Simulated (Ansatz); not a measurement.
Geometry optimisation, RKS B3LYP/def2-SVPD in Ansatz 0.2.0.

Input file:

```yaml
crystal:
  periodic: [false, false, false]
  atoms:
    - { symbol: "N", position_ang: [-0.9033, 0.7201, -1.2646] }
    - { symbol: Si, position_ang: [0.1048, 0.6204, 0.1561] }
    - { symbol: Sb, position_ang: [-0.5361, -1.4498, 1.434] }
    - { symbol: H, position_ang: [-1.48965, -0.10677, -1.31185] }
    - { symbol: H, position_ang: [-1.59623, 1.53482, -1.14172] }
    - { symbol: H, position_ang: [-0.0648, 1.8206, 1.0135] }
    - { symbol: H, position_ang: [1.5375, 0.5338, -0.2727] }
    - { symbol: H, position_ang: [0.2613, -2.4644, 0.2121] }
    - { symbol: H, position_ang: [0.9985, -1.3567, 2.4116] }
basis:
  gaussian: { orbitals: def2-SVPD }
hamiltonian:
  xc: b3lyp
relax:
  f_tol: 0.015
  max_steps: 40
output:
  orbitals: {}
```

Run as:

```bash
$ ansatz run input.yaml --threads 2 --pin off --max-ram 3072MiB --backend cpu --events-out ev --progress --plain --runs-dir out
```

Where does it end, and by what steps?

The run converged. After 10 steps the energy has fallen by 0.381 eV; H4 moved furthest, 0.92 Å.

| step | energy less start (eV) | largest force component (eV/Å) | accepted |
| --- | --- | --- | --- |
| 0 | 0.0000 | 1.987 | yes |
| 1 | -0.1403 | 1.658 | yes |
| 2 | -0.3010 | 0.522 | yes |
| 3 | -0.3567 | 0.224 | yes |
| 4 | -0.3725 | 0.116 | yes |
| 5 | -0.3773 | 0.043 | yes |
| 6 | -0.3780 | 0.193 | yes |
| 7 | -0.3792 | 0.194 | yes |
| 8 | -0.3806 | 0.023 | yes |
| 9 | -0.3803 | 0.075 | no |
| 10 | -0.3809 | 0.004 | yes |

```xyz
9
Properties=species:S:1:pos:R:3
N -1.038 0.880 -1.143
Si 0.091 0.599 0.159
Sb -0.468 -1.472 1.682
H -1.017 0.311 -1.981
H -1.969 1.237 -0.966
H 0.064 1.802 1.041
H 1.440 0.440 -0.452
H 0.121 -2.557 0.477
H 1.089 -1.388 2.420
```

Run time: 47 s on 2 threads of Arm Neoverse V1 (shared host), peak memory 0.31 GiB.
